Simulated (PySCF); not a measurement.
C₂H₆F₂INSi (SMILES CN(C)[Si](F)(F)I), singlet, geometry from GFN2-xTB (all electrons, no relativity), with bond 6-4 at 1.4 times its length; CASSCF(6,6)/STO-3G run with PySCF.

PySCF was given this input:
```python
from pyscf import gto, scf, mcscf
import numpy

mol = gto.M(
    atom='''
C    -2.684840    1.115260   -0.148514
N    -1.908514    0.039942   -0.726151
C    -2.555899   -1.249142   -0.617459
Si   -0.231245    0.169093   -0.916146
F     0.111627    1.596871   -1.518340
F     0.437706   -1.296435   -2.446335
I     1.163827   -0.146292    1.057605
H    -2.829519    0.971742    0.927590
H    -3.664387    1.148244   -0.629064
H    -2.182255    2.064651   -0.313193
H    -2.692436   -1.541947    0.429036
H    -1.960253   -2.006191   -1.120585
H    -3.536378   -1.199067   -1.094619
''',
    basis='sto-3g',
    charge=0,
    spin=0,
    verbose=4,
)

mf = scf.RHF(mol)
mf.kernel()
mc = mcscf.CASSCF(mf, 6, 6)
mc.fix_spin_(ss=0.0)
mc.kernel()
occ = numpy.linalg.eigvalsh(mc.fcisolver.make_rdm1(mc.ci, mc.ncas, mc.nelecas))[::-1]
ss = mc.fcisolver.spin_square(mc.ci, mc.ncas, mc.nelecas)[0]
print('natural occupations', occ.round(4), ' <S^2>', round(ss, 4))
```

Problem. Predict the main parts of the log of this PySCF run.

Solution. 
```
PySCF version 2.14.0

[INPUT] verbose = 4
[INPUT] num. atoms = 13
[INPUT] num. electrons = 110
[INPUT] charge = 0
[INPUT] spin (= nelec alpha-beta = 2S) = 0
[INPUT] symmetry False subgroup None
[INPUT] Mole.unit = angstrom
[INPUT] Symbol           X                Y                Z      unit          X                Y                Z       unit  Magmom
[...]
nuclear repulsion = 784.785101406059
number of shells = 37
number of NR pGTOs = 201
number of NR cGTOs = 67
basis = sto-3g
ecp = {}

******** <class 'pyscf.scf.hf.RHF'> ********
method = RHF
initial guess = minao
damping factor = 0
level_shift factor = 0
DIIS = <class 'pyscf.scf.diis.CDIIS'>
diis_start_cycle = 1
diis_space = 8
diis_damp = 0
SCF conv_tol = 1e-09
SCF conv_tol_grad = None
SCF max_cycles = 50
direct_scf = True
direct_scf_tol = 1e-13
Set gradient conv threshold to 3.16228e-05
Initial guess from minao.
init E= -7442.58708261097
[...]
cycle= 1 E= -7464.150600319  delta_E= -21.6  |g|= 0.582  |ddm|= 4.32
[...]
cycle= 2 E= -7464.36897126999  delta_E= -0.218  |g|= 0.279  |ddm|= 1.86
[...]
cycle= 3 E= -7464.40307562481  delta_E= -0.0341  |g|= 0.0521  |ddm|= 0.547
[...]
cycle= 4 E= -7464.40534233527  delta_E= -0.00227  |g|= 0.0155  |ddm|= 0.166
[...]
cycle= 5 E= -7464.40550198391  delta_E= -0.00016  |g|= 0.00377  |ddm|= 0.043
[...]
cycle= 6 E= -7464.40551502339  delta_E= -1.3e-05  |g|= 0.00122  |ddm|= 0.0134
[...]
cycle= 7 E= -7464.40551640573  delta_E= -1.38e-06  |g|= 0.000455  |ddm|= 0.00397
[...]
cycle= 8 E= -7464.4055167139  delta_E= -3.08e-07  |g|= 0.000219  |ddm|= 0.0019
[...]
cycle= 9 E= -7464.40551681748  delta_E= -1.04e-07  |g|= 0.000105  |ddm|= 0.00118
[...]
cycle= 10 E= -7464.4055168468  delta_E= -2.93e-08  |g|= 3.02e-05  |ddm|= 0.000816
[...]
cycle= 11 E= -7464.40551684888  delta_E= -2.08e-09  |g|= 5.97e-06  |ddm|= 0.000235
[...]
cycle= 12 E= -7464.40551684888  delta_E=    0  |g|= 1.51e-06  |ddm|= 2.95e-05
[...]
Extra cycle  E= -7464.4055168489  delta_E= -2.36e-11  |g|= 6.87e-07  |ddm|= 3.55e-06
converged SCF energy = -7464.4055168489

******** <class 'pyscf.mcscf.mc1step.CASSCF'> ********
CAS (3e+3e, 6o), ncore = 52, nvir = 9
max_cycle_macro = 50
max_cycle_micro = 4
conv_tol = 1e-07
conv_tol_grad = None
orbital rotation max_stepsize = 0.02
orbital rotation threshold for CI restart = 0.01
augmented hessian ah_max_cycle = 30
augmented hessian ah_conv_tol = 1e-12
augmented hessian ah_linear dependence = 1e-14
augmented hessian ah_level shift = 1e-08
[...]
CASCI E = -7464.41994101063  S^2 = 0.0000000
[...]
macro iter  40 ( 15 JK    4 micro), CASSCF E = -7464.50238488650  dE =  5.04305872e-04  S^2 = 0.0000000
               |grad[o]|=0.00125  |grad[c]|=0.0189  |ddm|=0.0156  |maxRot[o]|=0.102
macro iter  41 ( 21 JK    4 micro), CASSCF E = -7464.50240981840  dE = -2.49319000e-05  S^2 = 0.0000000
               |grad[o]|=0.00317  |grad[c]|=0.00443  |ddm|=0.00136  |maxRot[o]|=0.00599
macro iter  42 (  7 JK    2 micro), CASSCF E = -7464.50263382798  dE = -2.24009574e-04  S^2 = 0.0000000
               |grad[o]|=0.00188  |grad[c]|=0.00119  |ddm|=0.00386  |maxRot[o]|=0.0367
macro iter  43 (  6 JK    2 micro), CASSCF E = -7464.50280105731  dE = -1.67229338e-04  S^2 = 0.0000000
               |grad[o]|=0.00152  |grad[c]|=0.00158  |ddm|=0.00381  |maxRot[o]|=0.0362
macro iter  44 ( 15 JK    4 micro), CASSCF E = -7464.50225380486  dE =  5.47252450e-04  S^2 = 0.0000000
               |grad[o]|=0.0014  |grad[c]|=0.0172  |ddm|=0.0164  |maxRot[o]|=0.0932
macro iter  45 ( 21 JK    4 micro), CASSCF E = -7464.50229466485  dE = -4.08599881e-05  S^2 = 0.0000000
               |grad[o]|=0.00312  |grad[c]|=0.00441  |ddm|=0.00146  |maxRot[o]|=0.00594
macro iter  46 (  7 JK    2 micro), CASSCF E = -7464.50253580197  dE = -2.41137122e-04  S^2 = 0.0000000
               |grad[o]|=0.00192  |grad[c]|=0.00114  |ddm|=0.00394  |maxRot[o]|=0.0353
macro iter  47 (  6 JK    2 micro), CASSCF E = -7464.50272638586  dE = -1.90583885e-04  S^2 = 0.0000000
               |grad[o]|=0.00165  |grad[c]|=0.00155  |ddm|=0.00397  |maxRot[o]|=0.0355
macro iter  48 (  6 JK    2 micro), CASSCF E = -7464.50288494836  dE = -1.58562503e-04  S^2 = 0.0000000
               |grad[o]|=0.0016  |grad[c]|=0.00199  |ddm|=0.0046  |maxRot[o]|=0.0421
macro iter  49 ( 15 JK    4 micro), CASSCF E = -7464.50237663516  dE =  5.08313199e-04  S^2 = 0.0000000
               |grad[o]|=0.00127  |grad[c]|=0.0189  |ddm|=0.0157  |maxRot[o]|=0.101
macro iter  50 ( 21 JK    4 micro), CASSCF E = -7464.50240028063  dE = -2.36454689e-05  S^2 = 0.0000000
               |grad[o]|=0.00316  |grad[c]|=0.00446  |ddm|=0.00138  |maxRot[o]|=0.0058
1-step CASSCF not converged,  50 macro (678 JK 158 micro) steps
CASSCF canonicalization
Density matrix diagonal elements [1.96936591 1.97943684 1.79232102 0.19894313 0.03897531 0.02095778]
CASSCF energy = -7464.50240028063
CASCI E = -7464.50240028063  E(CI) = -7.77702100261831  S^2 = 0.0000000
natural occupations [1.9875 1.9772 1.7793 0.2212 0.0234 0.0113]  <S^2> 0.0
```

The run did not converge; its last values are not results.
